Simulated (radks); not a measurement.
Species: W XL. Configuration: [Ar] 3d10 4s2 4p5.

All-electron calculation, scalar-relativistic Kohn-Sham, LDA (Slater exchange, Perdew-Wang correlation), spin-polarised, spherical densities, point nucleus; open shells are filled with parallel spins first (spin-orbit coupling, left out, can overturn this in heavy ions). Program: a radial shooting solver on a logarithmic mesh with Libxc functionals.

Energy parts (eV):
part                      energy
total                 -413488.06
kinetic                458185.91
electron-nucleus      -955758.40
Hartree                 90724.04
exchange-correlation    -6639.61

Orbitals (lengths in bohr, moments of r in powers of bohr; r(max) is where P^2 peaks):
orbital  occ.  eigenvalue (eV)       <r^4>   r(max)
1s up       1        -71201.40   5.826e-07  0.01146
1s down     1        -71200.35   5.826e-07  0.01146
2s up       1        -13743.84  0.00008723  0.06569
2s down     1        -13743.20  0.00008723  0.06569
2p up       3        -12245.75  0.00006838  0.05388
2p down     3        -12244.88  0.00006838  0.05388
3s up       1        -4452.540    0.003036   0.1843
3s down     1        -4451.572    0.003033   0.1843
3p up       3        -4007.681    0.003204   0.1820
3p down     3        -4006.620    0.003201   0.1820
3d up       5        -3509.187    0.002391   0.1476
3d down     5        -3508.211    0.002388   0.1476
4s up       1        -2056.107     0.04571   0.3949
4s down     1        -2052.580     0.04574   0.3948
4p up       3        -1890.176     0.05233   0.4061
4p down     2        -1886.673     0.05240   0.4061

The highest occupied level is 4p down at -1886.7 eV. For comparison, the ionisation energy in NIST's Atomic Spectra Database is 1883 eV (semi-empirical). In exact Kohn-Sham theory the highest level is minus the ionisation energy, but local and semilocal functionals leave it too shallow, through self-interaction and a potential that decays too fast; potentials with the right tail come closer. Spin moment in Bohr magnetons: 1. The density falls to 0.001 e/bohr^3 at r = 1.04 bohr.
